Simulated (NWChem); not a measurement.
System: Si$_{2}$H$_{5}$Cl; SMILES [SiH3][SiH2]Cl

Input file for NWChem:

```
start job
memory heap 200 mb stack 900 mb global 1100 mb
geometry units angstroms noautoz
  Si     0.368011    -1.843559     0.001694
  Si    -0.831481     0.169716     0.002645
  Cl     0.545463     1.729074    -0.003552
  H     -0.578184    -3.002152     0.006008
  H      1.224549    -1.910718    -1.220046
  H      1.231804    -1.907568     1.218483
  H     -1.686627     0.303445     1.218344
  H     -1.693913     0.300228    -1.208256
end
basis spherical
  * library def2-svp
end
dft
  xc b3lyp
  iterations 150
  mulliken
end
task dft energy
```

Structure relaxed at the PBE0/def2-SVP level.

Q: What results follow from this input? (B3LYP/def2-SVP.) Quantities: energy (Ha); highest occupied level (eV); orbital gap (eV); dipole (D).

A: 
```json
{
  "energy (Ha)": "-1041.95",
  "highest occupied level (eV)": "-7.89",
  "orbital gap (eV)": "7.45",
  "dipole (D)": "1.34"
}
```
